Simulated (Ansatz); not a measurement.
**Molecular dynamics of C2H5ClOSi**

input.yaml

```yaml
crystal:
  periodic: [false, false, false]
  atoms:
    - { symbol: O, position_ang: [-1.887803, -0.380718, 0.217691] }
    - { symbol: C, position_ang: [-0.476571, -0.08242, 0.026492] }
    - { symbol: Si, position_ang: [0.605343, -1.570461, 0.263314] }
    - { symbol: C, position_ang: [-0.040255, 1.2447, -0.036132] }
    - { symbol: Cl, position_ang: [-1.106089, 2.754642, -0.033001] }
    - { symbol: H, position_ang: [-2.397262, 0.563968, 0.267739] }
    - { symbol: H, position_ang: [1.958771, -1.109489, 0.179551] }
    - { symbol: H, position_ang: [0.263708, -2.459597, -0.69081] }
    - { symbol: H, position_ang: [0.243292, -1.962486, 1.629556] }
    - { symbol: H, position_ang: [1.052533, 1.575821, -0.093371] }
magnetization:
  spin_polarized: true
basis:
  gaussian: { orbitals: STO-3G }
hamiltonian:
  xc: b3lyp
  dispersion: d4
md:
  timestep: 0.25
  n_steps: 305
  ensemble: nvt_nose_hoover
  temperature: 1500.0
  initial_velocities: maxwell_boltzmann
  seed: 646884
  nose_hoover: { tau: 100.0, chain_length: 5 }
```

Launched with:

```bash
$ ansatz run input.yaml --threads 1 --pin off --max-ram 2048MiB --backend cpu --events-out ev --progress --plain --runs-dir out
```

It goes on from the last frame of an earlier run, with new velocities.

Output, in part (step lines, the closing report, with atoms numbered from 0):

```
md step     0: t =     0.00 fs  T =  1500.0 K  F+E_penalty+E_count = -24319.86892944 eV  E_kin = 1.551120 eV  conserved = -24318.31780945 eV  (26 SCF iters)
[... lines left out ...]
Total energy: -24319.67105116 eV, -893.7314266651 hartree
Atom 0 at    -1.965000    -0.161514     0.108469 Å, force    -3.598515    -1.810007     0.044646 eV/Å
Atom 1 at    -0.638461    -0.112494     0.035348 Å, force     3.506736     0.247106    -0.466214 eV/Å
Atom 2 at     0.667002    -1.438815     0.285405 Å, force    -2.189880    -0.845165     1.612113 eV/Å
Atom 3 at    -0.086181     1.098753    -0.112232 Å, force     3.282501     0.949210     0.114646 eV/Å
Atom 4 at    -1.068717     2.608948     0.028956 Å, force    -0.222189     0.159159    -0.288516 eV/Å
Atom 5 at    -2.140186     0.792477    -0.182874 Å, force    -1.334296     0.729419     0.239163 eV/Å
Atom 6 at     1.917563    -0.983030    -0.084440 Å, force     1.494853     0.764389    -0.559935 eV/Å
Atom 7 at     0.400703    -2.706967    -0.280173 Å, force    -0.258474    -0.582592    -0.709260 eV/Å
Atom 8 at     0.588737    -1.661871     1.708677 Å, force     0.358818     0.004434     0.131739 eV/Å
Atom 9 at     1.023505     1.241729    -0.128134 Å, force    -1.039553     0.384047    -0.118381 eV/Å
Dipole moment:     0.267159    -0.315086    -0.099756 e Å
```

The steps, from the saved trajectory:

```csv
time (fs),T (K),potential energy less start (eV),conserved less start (meV/atom)
0.0,1500,0.000,0.00
2.5,1274,0.236,0.21
5.0,1185,0.326,0.07
7.5,999,0.520,0.14
10.0,1001,0.518,0.04
12.5,1048,0.471,0.09
15.0,956,0.569,0.12
17.5,697,0.838,0.16
20.0,928,0.600,0.02
22.5,972,0.557,-0.03
25.0,908,0.628,0.12
27.5,984,0.554,0.09
30.0,670,0.883,0.16
32.5,906,0.642,-0.03
35.0,610,0.954,0.19
37.5,1187,0.361,0.01
40.0,1029,0.536,0.23
42.5,1150,0.417,0.04
45.0,975,0.608,0.17
47.5,1059,0.529,0.03
50.0,986,0.614,0.12
52.5,867,0.748,0.12
55.0,672,0.956,0.17
57.5,1048,0.576,0.01
60.0,1012,0.625,0.07
62.5,1153,0.493,0.12
65.0,1142,0.520,0.13
67.5,1072,0.607,0.12
70.0,1376,0.307,-0.03
72.5,913,0.805,0.22
75.0,1311,0.406,0.07
```

The run went to its last step. The conserved energy stayed within 0.26 meV per atom of its start (net change -0.088 meV per atom), so the integration is sound. The mean temperature of the second half is 30 % below the set value. A run of 0.076 ps of so small a system gives no equilibrium averages. Limits of this set-up: minimal basis.

The same pairs are bonded in the first frame and the last. Pairs count as bonded within 1.25 times the sum of covalent radii (0.12 Å more for H–H).

Last frame:

```xyz
10
Properties=species:S:1:pos:R:3
O -1.965 -0.162 0.108
C -0.638 -0.113 0.035
Si 0.667 -1.439 0.285
C -0.086 1.099 -0.112
Cl -1.069 2.609 0.029
H -2.140 0.792 -0.183
H 1.918 -0.983 -0.084
H 0.401 -2.707 -0.280
H 0.589 -1.662 1.709
H 1.024 1.242 -0.128
```

The run took 28 min on 1 thread of Arm Neoverse N1 (shared host), peak memory 0.14 GiB.
